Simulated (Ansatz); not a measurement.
Consider the ligand exchange at a B–C bond: `CB(O)CN` + CH₃OH → `COB(C)O` + CH₃NH₂.

Isolated molecules relaxed with PBE0-D4/def2-TZVP in Ansatz; ΔE leaves out vibrations. CBS: MP2 limit from def2 TZ/QZ plus the TZ coupled-cluster correction, frozen cores. This one scheme is used for every species. One conformer a species, not always the lowest.

```tsv
level	ΔE (kJ/mol)
MP2/def2-TZVPP	-141.4
CCSD(T)/def2-TZVPP	-140.8
```

Problem. What does CCSD(T)/CBS give? (Best estimate.)

Solution. The calculation gave: -138.7 kJ/mol. The listed levels differ from it by -2.7, -2.1 kJ/mol.

Largest T1 diagnostic among the species: 0.012.

In def2-TZVPP, CCSD(T) changes the Hartree–Fock value by +12.0 kJ/mol (the triples alone add +0.8 kJ/mol) and MP2 by +11.4 kJ/mol.
